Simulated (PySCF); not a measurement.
# State search for BeP⁺

Unrestricted PBE0; basis Be def2-TZVP, P def2-TZVP; no relativity; PySCF 2.14. Outer shells of the fragments: Be+ 2s1; P 3s2 3p3.

Followed along the bond (rough minima from three points):

| 2Ms+1 | unpaired | ⟨S²⟩ at the start | R at minimum (Å) | Te (eV) |
| --- | --- | --- | --- | --- |
| 3 | π ↑↑ | 2.01 | 2.02 | 0.00 |
| 1 | π ↑↓ | 1.01 | 2.02 | 0.30 |
| 1 | none | 0.00 | 2.01 | 1.35 |
| 5 | σ ↑↑, π ↑↑ | 6.00 | none in the scan | ≤ 1.90 |

Solutions found at the starting distance of 2.125 Å, counted from the lowest of them; the search is not exhaustive and high or unbound solutions are not listed, so other states can lie among these:

```tsv
2Ms+1	unpaired	term	E (eV)	⟨S²⟩	⟨Lz²⟩	μ (D)
3	π ↑↑	³Σ⁻	0.00	2.01	0.00	-6.69
1	π ↑↓	mixed	0.30	1.01	2.03	-6.68
1	none	mixed	1.37	0.00	2.00	-6.53
5	σ ↑↑, π ↑↑	⁵Σ⁻	1.95	6.00	0.00	-1.18
3	σ ↑, π ↑	³Π	2.06	2.01	1.01	-0.95
1	σ ↓, π ↑	mixed	2.11	1.01	1.01	-0.91
3	σ ↑, π ↑	³Π	2.34	2.01	1.03	-6.86
1	σ ↓, π ↑	mixed	2.69	1.06	1.01	-6.83
3	σ ↑↑, π ↑↓	mixed	2.72	3.02	2.03	-1.18
1	σ ↓↓, π ↑↑	mixed	2.79	2.02	0.00	-1.26
```

A term symbol is given only where ⟨S²⟩ and ⟨Lz²⟩ are close to those of a pure state; real π, δ and φ orbitals otherwise mix terms. A positive dipole points towards P; it is taken about the centre of mass and depends on that origin.

Counting both spins, an empty level lies below a filled one in some of these solutions, because spin and occupation are held.
